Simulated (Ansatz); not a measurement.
Z-matrix (Å, degrees):
```
C
Ge 1 1.981
F 1 1.387 2 110.0
H 1 1.093 2 110.4 3 -119.5
H 1 1.093 2 111.1 3 119.8
Ge 2 2.421 1 109.5 3 50.7
H 2 1.541 1 107.6 3 171.5
H 2 1.539 1 109.2 3 -70.9
H 6 1.538 2 109.7 1 54.3
H 6 1.535 2 110.5 1 -65.8
H 6 1.537 2 110.3 1 173.8
```

The species carries charge 0 and has multiplicity 1.

(1) List the r2SCAN/def2-TZVPP orbital energies in eV (the Gaussian-basis code of Ansatz). (Best estimate.)

## Answers

(1) The calculation gave: Occupied: -10834.18, -10834.13, -1349.31, -1349.27, -1199.36, -1199.35, -1199.35, -1199.32, -1199.31, -1199.31, -666.05, -275.15, -167.47, -167.42, -117.17, -117.16, -117.14, -117.12, -117.10, -117.10, -31.49, -30.53, -30.47, -30.46, -30.42, -30.41, -30.37, -30.37, -30.31, -30.31, -30.28, -18.09, -14.91, -13.33, -12.56, -12.33, -10.93, -9.14, -8.77, -8.64, -8.38, -7.59, -7.15. Lowest empty: -0.19, -0.11, 0.19, 0.58, 1.10, 1.37, 1.56, 2.16.
